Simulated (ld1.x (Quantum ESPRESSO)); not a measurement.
**Varying the TM potential for Mo (Z = 42)**

Base potential:

| Quantity | Value |
| --- | --- |
| Element | Mo (Z = 42) |
| Generator | ld1.x (Quantum ESPRESSO) 7.5 |
| Type | norm-conserving Troullier–Martins (Kleinman–Bylander form) |
| Functional | LDA (PZ) |
| Relativity | scalar-relativistic |
| Frozen core | [Ar] 3d10 4s2 |
| Valence charge | 12 |
| Reference configuration | 4p6 4d5 5s1 5p0 |
| Partial waves | 5s (bound): rc 2.50 bohr; 4d (bound): rc 1.60 bohr; 4p (bound): rc 1.25 bohr |
| Local potential | the p channel |
| Core correction | none |

All-electron outer shells of the reference configuration (LDA (PZ), scalar-relativistic, ld1.x):

```
shell  level (eV)  outermost node (bohr)  outermost maximum (bohr)
   3d     -221.32                      –                      0.32
   4s      -64.42                   0.51                      0.99
   4p      -38.59                   0.52                      1.06
   5s       -4.33                   1.34                      2.93
   4d       -3.94                   0.53                      1.38
   5p       -1.16                   1.54                      4.05
```

Cutoffs, loose and tight: the cutoffs (Ry, on a coarse ladder) from which the occupation-weighted sum of valence levels, in a spherical-Bessel basis at the reference potential, stays within 10 and 1 mRy of its value at 400 Ry. They do not see the model core or the augmentation charge, which bear on the density cutoff. Test errors are all-electron minus pseudo excitation energies from the reference, over the configurations 4p6 4d5 5s0 5p0; 4p6 4d4 5s0 5p0; 4p6 4d3 5s0 5p0; 4p6 4d5.5 5s0.5 5p0; 4p6 4d5 5s0.5 5p0; 4p6 4d4 5s1 5p0; 4p6 4d4 5s2 5p0 (two spin-polarised tests are not counted in the largest error). A dash means not determined; rows that change the core or the reference have their own tests. The largest error is taken over the tests solved by every variant that gives reliable tests at all: 4p6 4d3 5s0 5p0; 4p6 4d4 5s0 5p0; 4p6 4d4 5s2 5p0; 4p6 4d5 5s0 5p0; 4p6 4d5 5s0.5 5p0; 4p6 4d5.5 5s0.5 5p0.

A true bound ghost makes a file unfit for plane-wave use even where its test errors are small: the radial tests pick states by their node count and pass the ghost by. Where a test does run into it, the solver fails or the error is huge.

```tsv
change	outcome	cutoff, loose	cutoff, tight	bound ghosts	largest test error (meV)
base	generated	90 Ry	140 Ry	s	+55
functional PBE	generated	90 Ry	140 Ry	s	+66
wave 4d (bound): rc 1.60 bohr becomes 4d (bound): rc 1.04 bohr	generated	140 Ry	200 Ry	s	+62
wave 4p (bound): rc 1.25 bohr becomes 4p (bound): rc 0.88 bohr	generated	230 Ry	over 300 Ry	s	+58
all radii scaled by about 0.87 (s 2.18, p 1.08, d 1.40 bohr)	generated	100 Ry	140 Ry	s	+35
wave 5s (bound): rc 2.50 bohr becomes 5s (bound): rc 2.56 bohr	generated	90 Ry	140 Ry	s	+57
core correction a·sin(br)/r model core inside 1.38 bohr	generated	90 Ry	140 Ry	s	-36
local potential the s channel	generated	90 Ry	140 Ry	none	-219
```

Q: What comes out with this change to the base: reference 4p6 4d5 5s0 5p0?

A: outcome: generated; cutoff, loose: 90 Ry; cutoff, tight: 140 Ry; bound ghosts: s; largest test error (meV): -15.
